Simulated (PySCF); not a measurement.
C2H3N3, triplet, at a GFN2-xTB geometry (a higher spin typed on purpose: for a closed-shell molecule this is an excited state). Base run: TPSS/STO-3G (PySCF).

Here is a job for PySCF.
```python
from pyscf import gto, scf, dft

mol = gto.Mole()
mol.atom = '''
    C     1.171013    0.004751   -0.092470
    N     0.446365    1.083380   -0.115987
    C    -0.856665    0.747767    0.092638
    N    -0.942221   -0.666660    0.207449
    N     0.377843   -1.083067    0.014059
    H     2.229201   -0.057500   -0.215749
    H    -1.680901    1.382009   -0.145967
    H    -1.608295   -1.175186   -0.377944
'''
mol.basis = 'sto-3g'
mol.charge = 0
mol.spin = 2
mol.verbose = 3
mol.build()

mf = dft.UKS(mol)
mf.xc = 'tpss'
mf.kernel()
mf.analyze()
```

Variants of this job, named by their change:

| change | ΔE vs base (mEh) | fitting functions | dipole (D) |
|---|---|---|---|
| base | 0.000 | - | 1.36 |
| auxbasis = even-tempered beta=3.0 | -11.812 | 174 | 1.36 |
| auxbasis = even-tempered beta=1.6 | -3.584 | 380 | 1.36 |
| auxbasis = cc-pvqz-jkfit | -0.188 | 683 | 1.36 |
| auxbasis = def2-tzvp-ri | -1.439 | 425 | 1.36 |
| auxbasis = cc-pvtz-ri | -1.352 | 495 | 1.36 |
| auxbasis = default (with mf = mf.density_fit()) | -1.668 | 435 | 1.36 |
| auxbasis = def2-universal-jfit | -2.340 | 278 | 1.36 |
| auxbasis = cc-pvdz-jkfit | -0.403 | 419 | 1.36 |
| auxbasis = autoaux | -3.925 | 351 | 1.36 |

A fitting set is made for a task (jfit for Coulomb, jkfit for Coulomb and exchange, ri for correlation) and for a family of orbital bases.

Open shells are given as the SCF converged; they aren't shown to be the lowest states, and a large step between rows can be another state.
